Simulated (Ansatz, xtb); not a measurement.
Molecule: C₃H₃, charge 1, multiplicity 1. 
Structure (B3LYP-D3(BJ)/def2-TZVP (Ansatz, a quantum-chemistry and plane-wave program) minimum search):
```xyz
6

C      1.3051    -0.1903     0.1600
C      0.1029    -0.0150     0.0126
C     -1.2145     0.1771    -0.1489
H      2.3600    -0.3441     0.2893
H     -1.5876     1.0465    -0.6881
H     -1.9337    -0.5331     0.2564
```
Charge +1, spin multiplicity 1.

Harmonic wavenumbers from GFN2-xTB (xtb, at its own minimum), cm⁻¹: 320, 322, 623, 707, 902, 927, 1148, 1306, 2099, 2968, 2988, 3205.

Problem. Give the harmonic wavenumbers at B3LYP-D3(BJ)/def2-TZVP (Ansatz, finite differences of forces, unscaled).

Solution. 274, 324, 632, 910, 1035, 1129, 1151, 1475, 2134, 3103, 3201, 3365 cm⁻¹. Zero-point energy 26.8 kcal/mol.

Problem. From these and the geometry, give the ideal-gas thermochemistry at 298.15 K and 1 atm (rigid rotor, harmonic oscillator).

Solution. Point group C2v, rotational symmetry number 2. Rotational constants 285.9, 9.728, 9.408 GHz. S(trans) 36.92, S(rot) 18.67, S(vib) 3.59, S(elec, spin only) 0.00, S 59.2 cal/(mol K). H(298) - H(0) 3.07 kcal/mol; G - E(el) 12.2 kcal/mol.
